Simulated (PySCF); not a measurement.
Vertical excitations of a molecule C3H8OSi from PySCF with TDA-PBE/def2-SVPD, as energy in eV (oscillator strength): 5.64 (0.001), 6.37 (0.027), 6.43 (0.004), 6.44 (0.088), 6.58 (0.013), 6.89 (0.008), 6.98 (0.001), 7.13 (0.023), 7.22 (0.011), 7.32 (0.084). Lowest triplet (TDA): 5.45 eV. The structure is a stationary point at B3LYP-D3(BJ)/def2-SVP. The values are those of a single conformer.

Problem. Pick the molecule that these values belong to.
(A) OC1([SiH3])CC1
(B) C=CO[SiH2]C
(C) C=C(C)O[SiH3]
(D) C[SiH](C)C=O

Solution. A, OC1([SiH3])CC1
